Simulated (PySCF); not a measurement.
Molecule: `C#C[BH-]1[NH2+][BH2-][NH2+]1`, C2H8B2N2.

Bonds (- single, = double, # triple, : aromatic): C1#C2, C2-B3, B3-N4, N4-B5, B5-N6, N6-B3. C1 carries H7; B3 carries H8; N4 carries H9, H10; B5 carries H11, H12; N6 carries H13, H14. Formal charges: B3 -1, N4 +1, B5 -1, N6 +1. H9, H12, H13 are cis to C2 on the ring; H10, H11, H14 are trans to C2 on the ring.

Frames of a GFN2-xTB Langevin trajectory at 600 K; GIAO PBE0/pcSseg-1 shieldings in PySCF 2.14, gas phase, non-relativistic; equivalent atoms averaged within each frame.

Chemical shifts δ = σref − σ; ¹³C (186.93 ppm), ¹H (31.72 ppm) against TMS; ¹¹B (100.07 ppm) against BF3·OEt2; NH3 for ¹⁵N (267.73 ppm), all at this level. The references are static minima.

Question: How do the shifts (ppm) fluctuate along the trajectory?

Answer: 
```csv
time (fs),C2,C1,B3,B5,N4/N6,H8,H11,H12,H10/H14,H9/H13
optimised geometry,100.9,95.4,-18.0,-15.8,32.9,3.55,3.34,3.32,1.96,1.83
250,107.5,97.5,-11.3,-20.6,37.3,5.46,3.94,2.14,1.94,1.75
425,107.3,99.6,-17.7,-13.3,48.2,3.48,3.46,2.77,3.78,1.54
625,111.2,104.6,-17.1,-12.4,45.6,4.25,3.53,4.41,1.46,2.29
800,119.8,96.3,-16.8,-16.0,51.3,4.07,3.73,3.09,3.94,1.74
1000,98.4,103.2,-11.9,-14.5,38.6,4.10,4.01,4.92,1.47,1.21
mean of frames,108.8,100.2,-14.9,-15.4,44.2,4.27,3.74,3.47,2.52,1.71
standard deviation,7.7,3.6,3.1,3.2,6.1,0.73,0.24,1.16,1.24,0.40
```

5 frames give an uncertainty of the mean of about the standard deviation over 2.2 at best, since frames this close in time may not be independent; classical motion lacks zero-point vibration, and the reference would need the same averaging.
